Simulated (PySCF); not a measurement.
silicon monosulfide (SSi), singlet, geometry from GFN2-xTB; WB97M-V/6-31G (PySCF).

Here is a job for PySCF.
```python
from pyscf import gto, scf, dft

mol = gto.M(
    atom='''
Si   -0.000000   -0.000000   -1.066604
S     0.000000    0.000000    0.933278
''',
    basis='6-31g',
    charge=0,
    spin=0,
    verbose=4,
)

mf = dft.RKS(mol)
mf.xc = 'wb97m_v'
mf.kernel()
mf.analyze()
```

It wrote (shortened):

```
PySCF version 2.14.0

[INPUT] verbose = 4
[INPUT] num. atoms = 2
[INPUT] num. electrons = 30
[INPUT] charge = 0
[INPUT] spin (= nelec alpha-beta = 2S) = 0
[INPUT] symmetry False subgroup None
[INPUT] Mole.unit = angstrom
[INPUT] Symbol           X                Y                Z      unit          X                Y                Z       unit  Magmom
[INPUT]  1 Si     0.000000000000   0.000000000000  -1.066604000000 AA    0.000000000000   0.000000000000  -2.015589443366 Bohr   0.0
[INPUT]  2 S      0.000000000000   0.000000000000   0.933278000000 AA    0.000000000000   0.000000000000   1.763639818082 Bohr   0.0

nuclear repulsion = 59.2713446323733
number of shells = 14
number of NR pGTOs = 92
number of NR cGTOs = 26
basis = 6-31g
ecp = {}

******** <class 'pyscf.dft.rks.RKS'> ********
method = RKS
initial guess = minao
damping factor = 0
level_shift factor = 0
DIIS = <class 'pyscf.scf.diis.CDIIS'>
diis_start_cycle = 1
diis_space = 8
diis_damp = 0
SCF conv_tol = 1e-09
SCF conv_tol_grad = None
SCF max_cycles = 50
direct_scf = True
direct_scf_tol = 1e-13
XC library pyscf.dft.libxc version 7.1.2
    S. Lehtola, C. Steigemann, M. J. T. Oliveira, and M. A. L. Marques,  SoftwareX 7, 1–5 (2018)
XC functionals = wb97m_v
    N. Mardirossian and M. Head-Gordon,  J. Chem. Phys. 144, 214110 (2016)
radial grids:
    Treutler-Ahlrichs [JCP 102, 346 (1995); DOI:10.1063/1.469408] (M4) radial grids

becke partition: Becke, JCP 88, 2547 (1988); DOI:10.1063/1.454033
pruning grids: <function nwchem_prune>
grids dens level: 3
symmetrized grids: False
atomic radii adjust function: <function treutler_atomic_radii_adjust>
** Following is NLC and NLC Grids **
NLC functional = wb97m_v
radial grids:
    Treutler-Ahlrichs [JCP 102, 346 (1995); DOI:10.1063/1.469408] (M4) radial grids

becke partition: Becke, JCP 88, 2547 (1988); DOI:10.1063/1.454033
pruning grids: <function nwchem_prune>
grids dens level: 3
symmetrized grids: False
atomic radii adjust function: <function treutler_atomic_radii_adjust>
small_rho_cutoff = 0
Set gradient conv threshold to 3.16228e-05
Initial guess from minao.
tot grids = 38064
tot grids = 38064
init E= -687.530688598652
  HOMO = -0.282614693488857  LUMO = -0.0610433078909892  gap/eV = 6.02926
cycle= 1 E= -687.483681976096  delta_E= 0.047  |g|= 0.426  |ddm|= 1.59
  HOMO = -0.314902168737664  LUMO = -0.0504084739411901  gap/eV = 7.19724
cycle= 2 E= -687.348326279802  delta_E= 0.135  |g|= 0.799  |ddm|=  1.6
  HOMO = -0.370830872994839  LUMO = -0.0376920545247593  gap/eV = 9.06517
cycle= 3 E= -687.578006328771  delta_E= -0.23  |g|= 0.0321  |ddm|= 0.925
  HOMO = -0.371414630649891  LUMO = -0.0276115061070442  gap/eV = 9.35536
cycle= 4 E= -687.57838291161  delta_E= -0.000377  |g|= 0.00641  |ddm|= 0.0602
  HOMO = -0.371154592305307  LUMO = -0.0268865967408791  gap/eV = 9.36801
cycle= 5 E= -687.578406475879  delta_E= -2.36e-05  |g|= 0.000847  |ddm|= 0.0263
  HOMO = -0.371484219260041  LUMO = -0.0270880032279732  gap/eV = 9.37150
cycle= 6 E= -687.578407474901  delta_E= -9.99e-07  |g|= 0.000241  |ddm|= 0.00575
  HOMO = -0.371459234672485  LUMO = -0.027043941887479  gap/eV = 9.37202
cycle= 7 E= -687.578407542441  delta_E= -6.75e-08  |g|= 9.68e-05  |ddm|= 0.00123
  HOMO = -0.371466244531345  LUMO = -0.0270343836985181  gap/eV = 9.37247
cycle= 8 E= -687.578407548516  delta_E= -6.07e-09  |g|= 1.53e-05  |ddm|= 0.000341
  HOMO = -0.371465464464236  LUMO = -0.0270317868203812  gap/eV = 9.37252
cycle= 9 E= -687.578407548643  delta_E= -1.28e-10  |g|= 8.35e-07  |ddm|= 4.87e-05
  HOMO = -0.371465720129471  LUMO = -0.0270319697206331  gap/eV = 9.37252
Extra cycle  E= -687.578407548643  delta_E= 2.27e-13  |g|= 3.39e-07  |ddm|= 3.3e-06
converged SCF energy = -687.578407548643
**** SCF Summaries ****
Total Energy =                        -687.578407548643099
Nuclear Repulsion Energy =              59.271344632373314
One-electron Energy =                -1068.542224899853863
Two-electron Energy =                  321.692472718837450
Two-electron Coulomb Energy =          368.184271433504932
DFT Exchange-Correlation Energy =      -46.491798714667503
HOMO-LUMO gap [eV] =                     9.372519740691233
**** MO energy ****
MO #1   energy= -89.1793468765755  occ= 2
MO #2   energy= -66.4755052792775  occ= 2
MO #3   energy= -8.11933994478442  occ= 2
MO #4   energy= -6.0260071624949   occ= 2
MO #5   energy= -6.0239727347321   occ= 2
MO #6   energy= -6.02397273473208  occ= 2
MO #7   energy= -5.51492901497165  occ= 2
MO #8   energy= -3.82793083124829  occ= 2
MO #9   energy= -3.82793083124828  occ= 2
MO #10  energy= -3.82470219394036  occ= 2
MO #11  energy= -0.851222035824359 occ= 2
MO #12  energy= -0.547212394149514 occ= 2
MO #13  energy= -0.379196531808006 occ= 2
MO #14  energy= -0.379196531808003 occ= 2
MO #15  energy= -0.371465720129471 occ= 2
MO #16  energy= -0.0270319697206331 occ= 0
MO #17  energy= -0.0270319697206303 occ= 0
MO #18  energy= 0.0979768342068338 occ= 0
MO #19  energy= 0.227654602209909  occ= 0
MO #20  energy= 0.298371478830689  occ= 0
MO #21  energy= 0.298371478830699  occ= 0
MO #22  energy= 0.324056416395115  occ= 0
MO #23  energy= 0.458485177084558  occ= 0
 ** Mulliken pop on meta-lowdin orthogonal AOs  **
 ** Mulliken pop  **
pop of  0 Si 1s           2.00000
pop of  0 Si 2s           1.99990
pop of  0 Si 3s           1.82221
pop of  0 Si 4s           0.02113
pop of  0 Si 2px          1.99990
pop of  0 Si 2py          1.99990
pop of  0 Si 2pz          1.99991
pop of  0 Si 3px          0.48925
pop of  0 Si 3py          0.48925
pop of  0 Si 3pz          0.88490
pop of  0 Si 4px          0.00073
pop of  0 Si 4py          0.00073
pop of  0 Si 4pz          0.02100
pop of  1 S 1s            2.00000
pop of  1 S 2s            1.99992
pop of  1 S 3s            1.81725
pop of  1 S 4s            0.00609
pop of  1 S 2px           1.99993
pop of  1 S 2py           1.99993
pop of  1 S 2pz           1.99990
pop of  1 S 3px           1.51012
pop of  1 S 3py           1.51012
pop of  1 S 3pz           1.42157
pop of  1 S 4px           0.00007
pop of  1 S 4py           0.00007
pop of  1 S 4pz           0.00622
 ** Mulliken atomic charges  **
charge of    0Si =      0.27120
charge of    1S =     -0.27120
Dipole moment(X, Y, Z, Debye):  0.00000,  0.00000, -2.56114
```
